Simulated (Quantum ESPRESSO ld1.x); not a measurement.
Numerical settings for the titanium ion Ti+, [Ar] 3d2 4s1. Method: scalar-relativistic Kohn-Sham, PBE, spin-unpolarised, spherical densities, point nucleus; computed with ld1.x of Quantum ESPRESSO 7.5. With the defaults (dx = 0.008, xmin = -8.0, rmax = 100, beta = 0.2, tr2 = 1e-14) the mesh has 1963 points, the cycle takes 23 iterations, E = -853.294977 hartree and the 4s eigenvalue is -0.38038 hartree. The mesh is r = exp(xmin + i dx)/Z up to rmax; beta is the mixing and tr2 the threshold. One setting is changed at a time.

change       mesh points  iterations  change of E (mhartree)  change of e(4s) (mhartree)
dx = 0.0125         1257          23                  -0.748                      +0.008
dx = 0.005          3141          23                  +0.316                      -0.003
xmin = -5           1589          47                 +32.264                      +0.015
xmin = -6           1713          38                  +2.577                      +0.001
rmax = 8            1647          22                  +0.339                      +0.868
rmax = 150          2013          23                  0.000                      0.000
beta = 0.5          1963          15                  0.000                      0.000
beta = 1            1963          12                  -0.001                      0.000
tr2 = 1e-10         1963          17                  +0.006                      0.000
tr2 = 1e-06         1963          10                  -1.382                      -0.072
